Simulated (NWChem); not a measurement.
System: TiNH2F3; SMILES [NH2][Ti]([F])([F])[F]

Input file for NWChem:

```
start job
memory heap 200 mb stack 900 mb global 1100 mb
geometry units angstroms noautosym nocenter noautoz
  Ti    -0.009974     0.000858     0.053944
  F      0.779161     1.346633     0.835386
  F      0.182602    -1.506121     0.905347
  F     -1.715855     0.389694    -0.042037
  N      0.709884    -0.209457    -1.651297
  H      0.969433     0.555015    -2.269583
  H      0.859883    -1.106682    -2.105639
end
basis spherical
  Ti library 6-31g*
  F library 6-31g*
  N library 6-31g*
  H library 6-31g*
end
dft
  xc hfexch
  iterations 150
end
property
  shielding
end
task dft property
```

Excerpt of the output:

```
             Northwest Computational Chemistry Package (NWChem) 7.3.0
             --------------------------------------------------------

                             Geometry "geometry" -> ""
                             -------------------------

 Output coordinates in angstroms (scale by  1.889725989 to convert to a.u.)

  No.       Tag          Charge          X              Y              Z
 ---- ---------------- ---------- -------------- -------------- --------------
    1 Ti                  22.0000    -0.00997400     0.00085800     0.05394400
    2 F                    9.0000     0.77916100     1.34663300     0.83538600
    3 F                    9.0000     0.18260200    -1.50612100     0.90534700
    4 F                    9.0000    -1.71585500     0.38969400    -0.04203700
    5 N                    7.0000     0.70988400    -0.20945700    -1.65129700
    6 H                    1.0000     0.96943300     0.55501500    -2.26958300
    7 H                    1.0000     0.85988300    -1.10668200    -2.10563900

 Effective nuclear repulsion energy (a.u.)     327.5721293448

  xc_inp: hfexch multiplicative factor not found.
                              NWChem Property Module
                              ----------------------

  itol2e modified to match energy
  convergence criterion.

                                 NWChem DFT Module
                                 -----------------

 Summary of "ao basis" -> "ao basis" (spherical)
 ------------------------------------------------------------------------------
       Tag                 Description            Shells   Functions and Types
 ---------------- ------------------------------  ------  ---------------------
 Ti                          6-31g*                 12       34   5s4p2d1f
 F                           6-31g*                  6       14   3s2p1d
 N                           6-31g*                  6       14   3s2p1d
 H                           6-31g*                  2        2   2s

  itol2e modified to match energy
  convergence criterion.

            General Information
            -------------------
          SCF calculation type: DFT
          Wavefunction type:  closed shell.
          No. of atoms     :     7
          No. of electrons :    58
           Alpha electrons :    29
            Beta electrons :    29
          Charge           :     0
          Spin multiplicity:     1
          Use of symmetry is: off; symmetry adaption is: off
          Maximum number of iterations: 150
          AO basis - number of functions:    94
                     number of shells:    40
          Convergence on energy requested:  1.00D-07
          Convergence on density requested:  1.00D-05
          Convergence on gradient requested:  5.00D-04

              XC Information
              --------------
                     Hartree-Fock (Exact) Exchange  1.000

      Superposition of Atomic Density Guess
      -------------------------------------

 Sum of atomic energies:       -1201.70840897

      Non-variational initial energy
      ------------------------------

 Total energy =   -1201.787438
 1-e energy   =   -2306.764663
 2-e energy   =     777.405096
 HOMO         =      -0.369470
 LUMO         =      -0.031702

[...]

          -----------------------------------------
          Chemical Shielding Tensors (GIAO, in ppm)
          -----------------------------------------

                                NWChem CPHF Module
                                ------------------

  scftype          =     RHF
  nclosed          =       29
  nopen            =        0
  variables        =     1885
  # of vectors     =        3
  tolerance        = 0.10D-03
  level shift      = 0.00D+00
  max iterations   =       50
  max subspace     =       30

 SCF residual:    2.4976655271613604E-005

Iterative solution of linear equations
  No. of variables     1885
  No. of equations        3
  Maximum subspace       30
        Iterations       50
       Convergence  1.0D-04

   iter   nsub   residual    time
   ----  ------  --------  ---------
     1      3    1.70D+00      51.6
     2      6    3.68D-01      57.5
     3      9    7.62D-02      63.4
     4     12    1.24D-02      69.4
     5     15    3.99D-03      75.2
     6     18    3.89D-04      81.1
     7     21    1.04D-04      87.2
     8     24    1.80D-05      93.5

      Atom:    1  Ti
        Diamagnetic
   1595.2582     -0.0133     -1.4738
     -0.0133   1597.7886      0.1942
     -1.4738      0.1942   1597.5190

        Paramagnetic
  -1262.4421    -10.5944    -62.5758
    -10.5944  -1412.8392     27.2586
    -62.5758     27.2586  -1065.8147

        Total Shielding Tensor
    332.8161    -10.6077    -64.0496
    -10.6077    184.9494     27.4528
    -64.0496     27.4528    531.7043

           isotropic =     349.8233
          anisotropy =     304.5912

          Principal Components and Axis System
                 1           2           3
              552.8841    314.0191    182.5666

      1        -0.2821      0.9585      0.0401
      2         0.0795     -0.0183      0.9967
      3         0.9561      0.2843     -0.0710

      Atom:    2  F
        Diamagnetic
    470.3531      8.4848      5.0424
      8.4848    480.2864      8.7205
      5.0424      8.7205    470.8623

        Paramagnetic
   -524.2513    219.9306    121.4915
    219.9306   -295.9709    199.8989
    121.4915    199.8989   -520.1716

        Total Shielding Tensor
    -53.8982    228.4154    126.5339
    228.4154    184.3155    208.6194
    126.5339    208.6194    -49.3094

           isotropic =      27.0359
          anisotropy =     624.8359

          Principal Components and Axis System
                 1           2           3
              443.5932   -192.3958   -170.0895

      1         0.4647      0.8554     -0.2289
      2         0.7663     -0.5180     -0.3801
      3         0.4436     -0.0012      0.8962

      Atom:    3  F
        Diamagnetic
    466.0026     -2.2018      1.2072
     -2.2018    484.0206    -10.5256
      1.2072    -10.5256    472.1244

        Paramagnetic
   -673.8916    -77.7643     22.8024
    -77.7643   -189.3739   -252.4284
     22.8024   -252.4284   -504.9900

        Total Shielding Tensor
   -207.8889    -79.9661     24.0096
    -79.9661    294.6468   -262.9539
     24.0096   -262.9539    -32.8656

           isotropic =      17.9641
          anisotropy =     649.2160

          Principal Components and Axis System
                 1           2           3
              450.7747   -224.8097   -172.0728

      1        -0.1230      0.9262     -0.3565
      2         0.8693      0.2738      0.4115
      3        -0.4787      0.2593      0.8388

      Atom:    4  F
        Diamagnetic
    488.9105     -5.4551      1.0264
     -5.4551    466.3188     -0.2751
      1.0264     -0.2751    464.7829

        Paramagnetic
    -81.3337   -110.1350     28.7337
   -110.1350   -549.7486    -11.4630
     28.7337    -11.4630   -635.6931

        Total Shielding Tensor
    407.5767   -115.5902     29.7601
   -115.5902    -83.4298    -11.7381
     29.7601    -11.7381   -170.9101

           isotropic =      51.0789
          anisotropy =     575.9953

          Principal Components and Axis System
                 1           2           3
              435.0758   -172.9438   -108.8952

      1         0.9745     -0.0337      0.2220
      2        -0.2184      0.0870      0.9720
      3         0.0521      0.9956     -0.0774

      Atom:    5  N
        Diamagnetic
    314.6180     -0.3393    -10.7395
     -0.3393    325.2418      1.7278
    -10.7395      1.7278    336.0601

        Paramagnetic
   -131.5417    -31.1151    -21.4627
    -31.1151   -571.8483     48.3492
    -21.4627     48.3492    -85.6652

        Total Shielding Tensor
    183.0763    -31.4544    -32.2023
    -31.4544   -246.6065     50.0770
    -32.2023     50.0770    250.3948

           isotropic =      62.2882
          anisotropy =     311.3996

          Principal Components and Axis System
                 1           2           3
              269.8880   -253.4214    170.3981

      1        -0.3811      0.0646      0.9223
      2         0.1122      0.9934     -0.0232
      3         0.9177     -0.0946      0.3858

      Atom:    6  H
        Diamagnetic
     21.9566      4.3318     -5.9659
      4.3318     32.0682    -10.0504
     -5.9659    -10.0504     33.8486

        Paramagnetic
      5.6348     -4.8854      4.6409
     -4.8854    -11.2827     11.1791
      4.6409     11.1791     -3.2062

        Total Shielding Tensor
     27.5914     -0.5536     -1.3250
     -0.5536     20.7855      1.1287
     -1.3250      1.1287     30.6424

           isotropic =      26.3398
          anisotropy =       7.4202

          Principal Components and Axis System
                 1           2           3
               31.2866     27.0986     20.6341

      1        -0.3508      0.9346      0.0592
      2         0.1183     -0.0184      0.9928
      3         0.9289      0.3553     -0.1041

      Atom:    7  H
        Diamagnetic
     20.7933     -3.5284     -3.8944
     -3.5284     37.1568     10.0816
     -3.8944     10.0816     29.8625

[...]
```

Level: Hartree-Fock/6-31G* (spherical d), GIAO. Coordinates come from a B3LYP/6-31G* (spherical d) optimisation. The printed shielding anisotropy is the first printed principal value minus the mean of the other two.
